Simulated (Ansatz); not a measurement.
Basis sets compared for [AlBrH3]- (AlH3Br⁻). The state is a singlet with charge -1. Geometry PBE0-D4/def2-TZVPD. Ansatz on 4 threads of Arm Neoverse V1 on a shared host; times are rough, and most runs start from earlier orbitals.

```xyz
5

Al   -0.176   -0.102   -0.037
Br    1.887    1.094    0.398
H    -1.047    0.828   -1.044
H    -0.907   -0.303    1.399
H     0.243   -1.517   -0.715
```

```csv
level,functions,energy (Eh),HOMO (eV),LUMO (eV),wall time
PBE-D4/def2-SVPD,89,-2817.5800,-1.47,3.58,0.55 s
PBE0-D4/def2-SVPD,89,-2817.7005,-2.68,3.99,0.8 s
```

(1) Estimate the rows for PBE-D4/def2-TZVPD, PBE0-D4/def2-TZVPD (with forces).

Answers

(1) 
```
                           level  functions  energy (Eh)  HOMO (eV)  LUMO (eV)  wall time
               PBE-D4/def2-TZVPD        127   -2817.9751      -1.50       3.16     0.95 s
PBE0-D4/def2-TZVPD (with forces)        127   -2818.0939      -2.70       3.53      1.9 s
```
